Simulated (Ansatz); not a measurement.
Nb2O2. Total charge 0; triplet. Geometry PBE0-D4/def2-TZVP; atoms count from 1.

```xyz
4

Nb   -0.575   -1.510   -0.043
Nb    1.494    0.287   -0.586
O    -1.657   -0.432    0.627
O     0.737    1.655    0.002
```

In the def2 sets Nb takes a core potential; there is no spin–orbit coupling. The charge 0 triplet is spin-contaminated (final ⟨S²⟩ up to 2.58, 2.00 for a pure state). The geometry of the triplet was relaxed on an unsound state (⟨S²⟩ 2.58, where a pure state has 2.00). At PBE0-D4/def2-TZVP a broken-symmetry singlet of charge 0 lies 0.35 eV below the triplet, each at its own geometry. The structure comes from a short search, and lower isomers may exist.

**Question.** Estimate the Mulliken populations from the PBE0/def2-TZVP orbitals of Ansatz.

**Answer.** 
| atom | charge (e) | spin (α − β) | d electrons |
| --- | --- | --- | --- |
| Nb1 | 0.47 | 0.13 | 3.42 |
| Nb2 | 0.50 | 2.00 | 3.45 |
| O3 | -0.48 | 0.00 | – |
| O4 | -0.48 | -0.14 | – |
Mulliken values and Mayer orders depend strongly on the basis.

**Question.** Where does the spin sit?

**Answer.** Summed by element: Nb 2.14, O -0.14, of 2 unpaired in all. Largest on single atoms: Nb2 2.00, O4 -0.14, Nb1 0.13.

**Question.** And the Mayer bond orders between bonded heavy atoms (over 0.3)?

**Answer.** Nb1–Nb2 1.47 (2.79 Å); Nb1–O3 2.29 (1.67 Å); Nb2–O4 2.28 (1.67 Å).
